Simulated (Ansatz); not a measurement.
`[CH3][InH][Br]` + `C=C=CO` → `C=C=C[O][InH][CH3]` + HBr at 400 K and 1 bar (ligand exchange at the In–Br bond).

Isolated molecules relaxed with PBE0-D4/def2-TZVP in Ansatz; ΔE leaves out vibrations. CBS: MP2 limit from def2 TZ/QZ plus the TZ coupled-cluster correction, frozen cores. Elements past krypton have def2 core potentials. For Br, In outer-core shells are correlated without core-valence functions, which leaves a few kJ/mol of doubt a bond. Scalar relativity is left out up to krypton. One conformer a species, not always the lowest.

```csv
species,CCSD(T)/CBS energy (Eh),H − E (kJ/mol),S (J/(mol·K))
`[CH3][InH][Br]`,-2803.63750,137.9,372.7
`C=C=CO`,-191.65809,183.5,304.8
`C=C=C[O][InH][CH3]`,-421.34368,283.5,453.3
HBr,-2573.91920,27.6,207.2
```

H − E and S are ideal-gas, rigid-rotor, harmonic terms from PBE0-D4/def2-TZVP, for one conformer and one mirror image of each species. 1 Eh = 2625.50 kJ/mol, R = 8.31446 J/(mol·K).

Problem. By hand: ΔE, ΔH, ΔS and ΔG.

Solution. ΔE = (-421.34368) + (-2573.91920) − (-2803.63750) − (-191.65809) = 0.03271 Eh = 85.9 kJ/mol. Δ(H − E) = 283.5 + 27.6 − 137.9 − 183.5 = -10.3, so ΔH = 75.6 kJ/mol. ΔS = 453.3 + 207.2 − 372.7 − 304.8 = -17.0 J/(mol·K). ΔG = 75.6 − 400 × (-17.0)/1000 = 82.4 kJ/mol.

Problem. By hand: the equilibrium constant, and the temperature at which ΔG would vanish if ΔH and ΔS stayed fixed.

Solution. log₁₀ K = −ΔG/(RT ln 10) = -10.8. ΔH and −TΔS have one sign here, so there is no such temperature.

ΔH outweighs TΔS. A doubt of 5 kJ/mol in ΔE shifts log₁₀ K by 0.7 here. Other conformers and mirror images would add mixing entropy, several J/(mol·K) or more a flexible species. Modes under 60 cm⁻¹, often nearly free rotors, make the harmonic entropy too high. These are equilibria of isolated gas molecules and say nothing of rates. Largest T1 diagnostic: 0.015 (customary marks: 0.02 for closed shells, 0.045 for open ones).
